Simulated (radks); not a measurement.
Problem. Species: Nb3+. Configuration: [Kr] 4d2 (the NIST ground configuration). Calculated with a radial shooting solver on a logarithmic mesh with Libxc functionals: scalar-relativistic Kohn-Sham, PBE, spin-polarised, spherical densities, finite nucleus; open shells are filled with parallel spins first (spin-orbit coupling, left out, can overturn this in heavy ions); Fermi nuclear charge, rms radius 4.324 fm. Some entries of the table are withheld. Estimate them.

| orbital | occ. | eigenvalue (Ry) | r(max) (bohr) | <1/r> (bohr^-1) |
|---|---|---|---|---|
| 1s down | 1 | -1384.663 | 0.02349 | 42.40 |
| 1s up | 1 | -1384.663 | 0.02349 | 42.40 |
| 2s up | 1 | -195.6825 | 0.1332 | 9.526 |
| 2s down | 1 | -195.6654 | 0.1332 | 9.526 |
| 2p up | 3 | -174.9740 | 0.1064 | 9.272 |
| 2p down | 3 | -174.9615 | 0.1064 | 9.272 |
| 3s up | 1 | -34.56716 | 0.3955 | 3.253 |
| 3s down | 1 | -34.55827 | 0.3956 | 3.252 |
| 3p up | 3 | -27.79834 | 0.3893 | 3.091 |
| 3p down | 3 | -27.78835 | 0.3893 | 3.091 |
| 3d up | 5 | -16.73780 | 0.3344 | 2.855 |
| 3d down | 5 | -16.72199 | 0.3346 | 2.855 |
| 4s up | 1 | -6.58091 | 1.030 | 1.180 |
| 4s down | 1 | -6.47781 | 1.027 | 1.187 |
| 4p up | 3 | -4.80005 | 1.118 | (1) |
| 4p down | 3 | -4.68424 | 1.113 | (2) |
| 4d up | 2 | -2.30358 | 1.399 | 0.7662 |
| 4d down | 0 | -2.17567 | 1.390 | 0.7665 |

Solution. 
(1) 4p up <1/r> (bohr^-1): 1.048
(2) 4p down <1/r> (bohr^-1): 1.055
